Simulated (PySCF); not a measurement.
HgBr₂: breathing scan

All numbers come from B3LYP/[Hg def2-SVP with ECP60, Br def2-SVP], scalar-relativistic core potentials, density fitting, no spin–orbit coupling, PySCF.

Rigid scan from the singlet minimum (Hg–Br 2.443 Å (×2); Br–Hg–Br 180.0°). Coordinate: all bonds to the central atom scaled together. Energies in kJ/mol from the minimum.

```csv
scale of all bonds to the centre,E (kJ/mol)
0.88,164.7
0.92,61.8
0.96,13.1
1.00,0.0
1.04,9.6
1.08,33.1
1.14,82.2
1.22,155.6
1.35,264.9
```

At long bonds a restricted determinant can lie too high, and another spin state can fall below this curve.

Spin–orbit coupling, left out here, can matter for elements this heavy.

Other isomers or separated fragments may lie lower.
